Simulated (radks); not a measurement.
Task: Species: Au XV. Configuration: [Kr] 4d10 4f14 5s2 5p3. Calculated with a radial shooting solver on a logarithmic mesh with Libxc functionals: Dirac Kohn-Sham, exchange-only PBE, spin-unpolarised, spherical densities, finite nucleus; open shells fill j = l - 1/2 first; Fermi nuclear charge, rms radius 5.4371 fm. Some entries of the table are withheld. Estimate them.

orbital,occ.,eigenvalue (eV),<r> (bohr)
1s1/2,2,-80896.85,0.01687
2s1/2,2,-14496.29,0.07046
2p1/2,2,-13917.77,0.05798
2p3/2,4,-12081.78,0.06652
3s1/2,2,-3632.542,0.1832
3p1/2,2,-3371.469,0.1735
3p3/2,4,-2965.985,0.1892
3d3/2,4,(1),0.1647
3d5/2,6,(2),0.1695
4s1/2,2,-1002.361,0.4063
4p1/2,2,-890.6735,0.4085
4p3/2,4,-792.9899,0.4420
4d3/2,4,-609.7069,0.4492
4d5/2,6,-591.4023,0.4600
5s1/2,2,(3),0.8666
4f5/2,6,-355.3175,0.4802
4f7/2,8,-351.3411,0.4861
5p1/2,2,-324.2931,0.9086
5p3/2,1,-302.4286,0.9696

Result: 
(1) 3d3/2 eigenvalue (eV): -2531.200
(2) 3d5/2 eigenvalue (eV): -2443.955
(3) 5s1/2 eigenvalue (eV): -364.3233
